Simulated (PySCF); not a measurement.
Species: C₂H₆GeO₂.
Structure used (PBE0-D3(BJ)/def2-SVP), in Å, numbered top down from 1:
```
atom  x, y, z in Å
C1    -0.840    0.857   -0.437
C2    -1.179   -0.521    0.143
O3    -0.155   -0.901    1.038
Ge4    1.373   -0.154    0.480
O5     0.547    0.910   -0.699
H6    -1.391    1.035   -1.375
H7    -1.128    1.650    0.280
H8    -1.270   -1.263   -0.675
H9    -2.139   -0.496    0.684
H10    2.040    0.592    1.645
H11    2.313   -1.114   -0.263
```

Linear response at CAM-B3LYP/def2-SVPD (PySCF, frozen core in the response, non-relativistic). The CAM-B3LYP/def2-SVPD calculation is non-relativistic and has no spin–orbit coupling, an omission that weighs most on germanium.

Static isotropic polarisability: 57.64 au (8.54 Å³), principal values 51.6, 53.9, 67.4 au.

What is the polarisability at 1064 nm and at the sodium D line?

58.09 au at 1064 nm (+0.8 %), 59.15 au at 589.3 nm (+2.6 %). The rise at 589.3 nm is 3.35 times that at 1064 nm; a pure ω² law gives 3.26. The lowest singlet lies at 185 nm, shorter than both wavelengths.

What is the isotropic C6 coefficient between two such molecules, C6 = (3/π)∫α(iω)² dω?

1391 au (Eh·bohr⁶) by a ten-point quadrature over imaginary frequencies, which is 831 eV·Å⁶ or 80.2 J·nm⁶/mol.

Which effective excitation energy ω̄ makes London's formula C6 = (3/4)α²ω̄ exact here?

ω̄ = 4·C6/(3α²) = 0.558 Eh = 15.2 eV. A one-pole form α(ω) = α/(1 − ω²/ω̄²) fitted to the 1064 nm value gives 13.2 eV.

How many electrons N does the Slater–Kirkwood formula C6 = (3/4)·√N·α^(3/2) need to give this C6?

N = (4·C6/3)²/α³ = 18.0; the species has 66 electrons in all.

The lowest 6 singlets have (eV, f): 6.69, 0.005; 6.75, 0.004; 7.32, 0.000; 7.51, 0.018; 7.61, 0.001; 7.73, 0.084. What share of the static polarisability do they carry in the sum over states α = Σ f/ω²?

1.44 au, 2.5 % of α; the largest term, 1.04 au, is that of the state at 7.73 eV. Their oscillator strengths add up to 0.11. Higher states carry the rest.

How anisotropic is the static polarisability, by Δα² = ½[(α1 − α2)² + (α2 − α3)² + (α3 − α1)²]?

Δα = 14.8 au, or 0.26 of the isotropic value.

What does −C6/R⁶ come to at R = 12 Å between centres?

-27 J/mol. This is the leading, orientation-averaged term; C8 and higher terms are left out.

What molar refraction at the D line follows from R = (4π/3)·N_A·α′, with α′ the polarisability volume?

α′ = 8.77 Å³ gives R = 22.11 cm³/mol, for isolated, non-vibrating species.

One conformer stands for the species.
